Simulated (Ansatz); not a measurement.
C2H5FSi (`CC[Si]F`). Total charge 0; spin multiplicity 1.

Cartesian coordinates in Å:
```
C 0.753 0.192 -0.550
C -0.716 0.028 -0.178
Si -1.199 -0.209 1.635
F 0.222 -0.691 2.246
H 1.353 -0.630 -0.155
H 0.897 0.225 -1.632
H 1.164 1.115 -0.136
H -1.141 -0.875 -0.655
H -1.334 0.845 -0.575
```

**Question.** What are the harmonic wavenumbers in cm⁻¹ at PBE0-D4/def2-TZVP (Ansatz, finite differences of forces, unscaled)? (An estimate is asked.)

**Answer.** Ansatz gave: 32, 171, 189, 377, 530, 610, 827, 906, 962, 1050, 1231, 1252, 1405, 1415, 1490, 1498, 2962, 3039, 3050, 3115, 3132.

**Question.** Is this a minimum?

**Answer.** Yes, all 21 modes are real.

**Question.** Give the ideal-gas thermochemistry at 298.15 K and 1 bar (rigid rotor, harmonic oscillator; point group C1, symmetry number 1).

**Answer.** Zero-point energy 174.9 kJ/mol; H(298) − E = 192.7 kJ/mol; entropy 323.2 J/(mol·K), of which translation 162.9, rotation 105.6, vibration 54.7; G(298) − E = 96.3 kJ/mol. Modes under 100 cm⁻¹ are hindered rotations or soft bends, so the harmonic entropy is rough.

**Question.** And at 400, 500, 600, 800 and 1000 K?

**Answer.** 
```tsv
T (K)	H − E (kJ/mol)	S (J/mol/K)	G − E (kJ/mol)
400	202.0	350.0	62.0
500	212.7	373.8	25.8
600	224.7	395.6	-12.7
800	251.6	434.2	-95.8
1000	281.7	467.7	-186.0
```

**Question.** Rotational constants (cm⁻¹)?

**Answer.** 0.3462, 0.1428, 0.1058.
